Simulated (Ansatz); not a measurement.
Basis-set extrapolation for C3H5NSSi, SMILES `C#CN1CS[SiH2]1` (PBE0-D4/def2-TZVP geometry, frozen core, the Gaussian-basis code of Ansatz). Multiplicity 1, RHF reference.

```
                      def2-TZVPP   def2-QZVPP
                 HF  -857.467230  -857.494824
    MP2 correlation    -0.954364    -1.023321
CCSD(T) correlation    -1.044946      not run
```

Energies in hartree. Use E(X) = E(∞) + A·exp(−7.88·√X) for Hartree–Fock and E(X) = E(∞) + B·X^(−2.97) for correlation, with X = 3 and 4, and add CCSD(T) minus MP2 of the smaller set to the MP2 limit.

Question: What is the CCSD(T) energy at the basis-set limit?

Answer: HF limit: -857.494824 + (-0.027594) × 0.13774 = -857.49862. MP2 limit: -1.023321 + (-0.068957) × 0.74074 = -1.07440. Higher-order term: -1.044946 − (-0.954364) = -0.09058. Total: -858.66360 hartree, 4.12 eV below CCSD(T)/def2-TZVPP.
